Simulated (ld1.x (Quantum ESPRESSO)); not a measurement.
Results of a calculation; reference values are marked as such.
**Hardness and transferability of assorted potentials**

Generated with ld1.x 7.5 (TM, RRKJ, ultrasoft, PAW), atompaw 4.2 or ONCVPSP 4.0.1. The cutoff is in Ry: for ld1.x and atompaw files where the sum of valence levels is converged to 10 mRy in a Bessel basis, for ONCV files where the hardest occupied wave has 1 mHa per electron of residual kinetic energy. The error is the largest all-electron minus pseudo excitation energy over each file’s own four to seven test configurations (ionisations up to +4, promotions, holes and added fractions of an electron), all of which were solved. The labels leave out finer settings (local radius, basis sizes, second energies), which also bear on the numbers. Spin-polarised tests are not counted. The rows are a selection from randomly drawn settings: files with unsolved tests, undetermined cutoffs or missed reference levels are left out.

```csv
element,potential,cutoff (Ry),largest error (meV),bound ghosts
He,"ultrasoft, PBEsol, scalar-relativistic, rc 0.70/0.70 (sp), local smoothed, core correction no, reference 1s0.5",60,+10,none
Ge,"ultrasoft, LDA (PZ), scalar-relativistic, rc 1.85/1.75/1.95 (spd), local smoothed, core correction yes, reference 4s2 4p2",8,-277,none
Nb,"PAW, PBE, scalar-relativistic, rc 3.70/2.05/2.35 (spd), local smoothed, core correction yes, reference 4p6 4d4.5 5s0.5 5p0",21,+57,none
Hf,"TM, PBE, fully relativistic, rc 2.70/4.20/2.20 (spd), local s, core correction yes, reference 5d2 6s1.5 6p0.5",25,-65,none
Pb,"ultrasoft, PBEsol, fully relativistic, rc 1.95/2.45/1.50 (spd), local smoothed, core correction yes, reference 5d10 6s1.75 6p2.25",50,-48,none
```

Problem. Fill in the row for Al: TM, PBE, scalar-relativistic, rc 1.50/2.35/2.00 (spd), local s, core correction yes, reference 3s2 3p0.

Solution. cutoff 30 Ry, largest error +24 meV, bound ghosts: none.

Problem. Fill in the row for Ne: ultrasoft, Wu–Cohen, fully relativistic, rc 0.65/1.30 (sp), local smoothed, core correction no, reference 2s2 2p6.

Solution. cutoff 70 Ry, largest error +1182 meV, bound ghosts: none.
